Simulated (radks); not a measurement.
Valence configurations of neutral nitrogen (all share [He]). Method: Dirac Kohn-Sham, PBE, spin-unpolarised, spherical densities, point nucleus; open shells fill j = l - 1/2 first; computed with a radial shooting solver on a logarithmic mesh with Libxc functionals. Energies are relative to 2s2 2p3; eigenvalues in eV.

valence      E (eV)  e(2p1/2)  e(2p3/2)  e(2s1/2)
2s2 2p3       0.000    -7.098    -7.079   -18.578
2s1.5 2p3.5   5.753    -7.313    -7.294   -18.808
2s1 2p4      11.514    -7.519    -7.500   -19.027
2s0.5 2p4.5  17.280    -7.716    -7.696   -19.236
2p5          23.053    -7.905    -7.885         -

NIST lists [He] 2s2 2p3 as the ground configuration; this level of theory agrees among the configurations tried. The energies are those of spherical spin-averaged densities, not of single terms.
